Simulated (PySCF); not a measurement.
Dipole response of Ni²⁺ (nickel, charge +2)

[Ar] 3d8, high-spin 3F determinant. All numbers are calculated (PySCF 2.14, the spin-free X2C one-electron Hamiltonian (Gaussian nucleus), in x2c-QZVPPall with one added diffuse shell each of s, p, d, f, g type (12s8p7d5f3g, 133 functions)). Coupled (time-dependent) response in atomic units; α is the mean over directions.

| method | mean α (bohr³) | C₆ (like pair) | S(−4) |
| --- | --- | --- | --- |
| UHF | 2.703 | 7.395 | 3.154 |
| PBE | 3.522 | 9.895 | 6.851 |

S(−4) is the Cauchy moment in α(ω) = α(0) + S(−4) ω² + …

α(iu) at UHF:

```json
{"u (hartree)": "0", "α(iu) (bohr³)": "2.703"}
{"u (hartree)": "0.0500", "α(iu) (bohr³)": "2.695"}
{"u (hartree)": "0.100", "α(iu) (bohr³)": "2.672"}
{"u (hartree)": "0.200", "α(iu) (bohr³)": "2.587"}
{"u (hartree)": "0.300", "α(iu) (bohr³)": "2.464"}
{"u (hartree)": "0.500", "α(iu) (bohr³)": "2.179"}
{"u (hartree)": "0.750", "α(iu) (bohr³)": "1.849"}
{"u (hartree)": "1.00", "α(iu) (bohr³)": "1.583"}
{"u (hartree)": "1.50", "α(iu) (bohr³)": "1.203"}
{"u (hartree)": "2.00", "α(iu) (bohr³)": "0.9479"}
{"u (hartree)": "3.00", "α(iu) (bohr³)": "0.6324"}
{"u (hartree)": "5.00", "α(iu) (bohr³)": "0.3368"}
```

A single London oscillator, α(iu) = α/(1 + u²/ω²), gives C₆ = (3/4) ω α². Matching the computed C₆ needs ω = 4 × 7.395 / (3 × 2.703²) = 1.35 hartree.

For an ion, C₆ is the dispersion term alone; charge-induced terms of lower order in 1/R come first.
